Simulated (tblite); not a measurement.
Isomers of C6H9BO2. Level: GFN2-xTB in tblite, geometry and Hessian alike; calculated harmonic values, unscaled, isolated species. The method is semi-empirical: single wavenumbers can be off by several per cent or more. Modes of hydrogen on boron can be 10 to 20 % off. One conformer each.

Electronic energies: GFN2-xTB at the same geometries; isomer energies are rough at this level and their order can be wrong.

| SMILES | electronic energy, lowest = 0 (kJ/mol) |
| --- | --- |
| [BH2-]1OC=C(C2CC2)C=[O+]1 | 0.0 |
| C=CCC1=[O+][BH2-]OC=C1 | 8.3 |
| C=CC[B@H-]1OC=CC=[O+]1 | 54.6 |

**Question.** How do GFN2-xTB zero-point energies change the relative energies?

**Answer.** 
```json
{"SMILES": "[BH2-]1OC=C(C2CC2)C=[O+]1", "ZPE (kJ/mol)": "365.5", "of it from modes above 1550 cm⁻¹": "167.2", "electronic (kJ/mol)": "0.0", "with ZPE, lowest = 0 (kJ/mol)": "0.0", "lowest mode (cm⁻¹)": "49", "rings": "2"}
{"SMILES": "C=CCC1=[O+][BH2-]OC=C1", "ZPE (kJ/mol)": "360.5", "of it from modes above 1550 cm⁻¹": "177.3", "electronic (kJ/mol)": "8.3", "with ZPE, lowest = 0 (kJ/mol)": "3.3", "lowest mode (cm⁻¹)": "17", "rings": "1"}
{"SMILES": "C=CC[B@H-]1OC=CC=[O+]1", "ZPE (kJ/mol)": "363.6", "of it from modes above 1550 cm⁻¹": "180.4", "electronic (kJ/mol)": "54.6", "with ZPE, lowest = 0 (kJ/mol)": "52.7", "lowest mode (cm⁻¹)": "55", "rings": "1"}
```

The zero-point energies span 5.0 kJ/mol, from `C=CCC1=[O+][BH2-]OC=C1` to `[BH2-]1OC=C(C2CC2)C=[O+]1`. The order is unchanged.
